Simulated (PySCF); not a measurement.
**Trend along group 14: MF anions**

r²SCAN with double-zeta basis sets in PySCF, for the lowest determinant that a PBE0 search found; no spin–orbit coupling. De refers to high-spin ground-configuration atoms (the charge goes to the atom of lower measured ionisation energy or higher electron affinity, which is not always the lowest computed limit). A positive dipole points towards F; it is taken about the centre of mass and depends on that origin.

```tsv
M	basis	charged atom	state (unpaired electrons)	Re (Å)	ωe (cm⁻¹)	De (eV)	μ (D)
C	aug-cc-pVDZ	F−	triplet (π ↑↑)	1.456	765	3.09	3.60
Si	def2-SVPD	F−	triplet (π ↑↑)	1.767	611	3.29	1.93
Ge	aug-cc-pVDZ-PP/aug-cc-pVDZ	F−	triplet (π ↑↑)	1.873	500	3.11	-0.45
Pb	aug-cc-pVDZ-PP/aug-cc-pVDZ	F−	triplet (π ↑↑)	2.178	403	2.64	-3.08
```

**Question.** The row for M = Sn is missing. Estimate Re, ωe and De as the mean of the rows for Ge and Pb, and compare with the calculation.

**Answer.** The means are 2.026 Å, 452 cm⁻¹ and 2.88 eV. r²SCAN in aug-cc-pVDZ-PP/aug-cc-pVDZ gives SnF⁻ as a triplet (π ↑↑) with Re = 2.060 Å, ωe = 452 cm⁻¹, De = 2.97 eV, so the estimate is off by -3.5 pm, +0 % and -0.10 eV.

The rows differ in basis set, which adds steps of its own.

These are scalar-relativistic numbers at best; spin–orbit coupling would shift them, the dissociation energy most. For an ion De counts to the pair picked by the measured ionisation energies or electron affinities, which need not be the lowest pair at this level. The highest Kohn–Sham level is positive in some of these anions. Much of that is self-interaction error, but it also means that the finite basis helps to hold the extra electron. States were picked by a PBE0 search and need not be the measured ground states.
